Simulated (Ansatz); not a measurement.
Job for Ansatz (a program for electronic structure): R-RI-MP2/cc-pV(T+d)Z on H6O7Si2 (SMILES O[Si](O)(O)O[Si](O)(O)O). The basis file is the Basis Set Exchange's JSON of that set.

Ansatz 0.2 input:
```yaml
crystal:
  periodic: [false, false, false]
  atoms:
    - {symbol: O, position_ang: [2.89016604, 0.48508766, 0.41616849]}
    - {symbol: Si, position_ang: [1.44622489, -0.30798285, 0.50591653]}
    - {symbol: O, position_ang: [1.41385699, -1.44493822, -0.68693192]}
    - {symbol: O, position_ang: [1.27654644, -0.88523531, 2.03859940]}
    - {symbol: O, position_ang: [0.15558807, 0.71564277, 0.28161627]}
    - {symbol: Si, position_ang: [-1.36620691, 0.52060995, -0.29773352]}
    - {symbol: O, position_ang: [-1.79632199, 1.88310362, -1.12101262]}
    - {symbol: O, position_ang: [-1.27983904, -0.85518427, -1.23754823]}
    - {symbol: O, position_ang: [-2.53804612, 0.21899805, 0.81477567]}
    - {symbol: H, position_ang: [3.29136619, 0.49447215, -0.46069139]}
    - {symbol: H, position_ang: [0.52270397, -1.57297306, -1.05963165]}
    - {symbol: H, position_ang: [2.05692259, -1.30696850, 2.41591218]}
    - {symbol: H, position_ang: [-1.06894898, 2.38945854, -1.50131102]}
    - {symbol: H, position_ang: [-2.11375413, -1.31197540, -1.40191247]}
    - {symbol: H, position_ang: [-2.89015801, 0.97808488, 1.29368429]}
basis:
  gaussian:
    orbitals: cc-pV_T+d_Z.json
    fitting: {mean_field: def2-universal-JKFIT, correlation: cc-pVTZ-RIFIT.json}
magnetization: {spin_polarized: false}
correlation: {method: mp2, electrons: outside_noble_gas}
scf: {lower_state_search: off}
```

The log:

```
WARN ansatz: RAYON_NUM_THREADS=8 ignored (pool sized by the plan → 8); use --threads N
Functional definition: HF
these checks for a lower state are left out or cut short: stability, starts, cluster_reference, orbital_swaps, neighbouring_geometries, increment
integrals: 0.75 GiB planned
903 factors; integrals over basis functions are off by at most 9.3e-1 eV
mean field: 1.31 GiB planned
mean field evaluation 1: about -30089.7532 eV, gradient 7.7e1 eV
mean field evaluation 2: about -30096.3578 eV, gradient 4.5e1 eV
mean field evaluation 4: about -30099.2253 eV, gradient 7.9e-1 eV
mean field evaluation 8: about -30099.2277 eV, gradient 1.4e-6 eV
mean field -30099.22768356 eV, -1106.1262153817 hartree, gradient 1.4e-6 eV, S^2 0.000000; 0 other end points of the search recorded, 0 dependent functions left out
17 core orbitals not correlated
991 factors; their error is unknown
reference -30099.22768356 eV, -1106.1262153817 hartree; 28, 28 occupied and 327, 327 virtual orbitals, 991 factors
second order -51.85642132 eV of doubles, -0.00000000 eV of singles
Total energy: -30151.08410488 eV, -1108.0319037155 hartree
Checks for a lower state left out: stability, starts, cluster_reference, orbital_swaps, neighbouring_geometries, increment
```

Self-consistency was reached.

Cost: around 11 core-seconds (rough).
